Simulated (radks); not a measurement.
Results of a calculation; reference values are marked as such.
Removal energies from the selenium ion Se5+, [Ar] 3d10 4s1, by Delta-SCF beside the eigenvalue of the level emptied. Level of theory: Dirac Kohn-Sham, relativistic LDA (MacDonald-Vosko exchange, VWN5 correlation), spin-unpolarised, spherical densities, finite nucleus; Fermi nuclear charge, rms radius of each element as measured or else 0.836 A^(1/3) + 0.57 fm (a radial shooting solver on a logarithmic mesh with Libxc functionals). Sub-shells are occupied by j as written (lower j first in brackets).

removed from,final configuration,Delta-SCF (eV),-eigenvalue (eV)
4s1/2,[Ar] 3d10,82.840,75.929
3d5/2,"[Ar] 3d(3/2: 4, 5/2: 5) 4s1",136.85,121.67
3d3/2,"[Ar] 3d(3/2: 3, 5/2: 6) 4s1",137.83,122.59
3p3/2,"[Ne] 3s2 3p(1/2: 2, 3/2: 3) 3d10 4s1",235.14,219.53
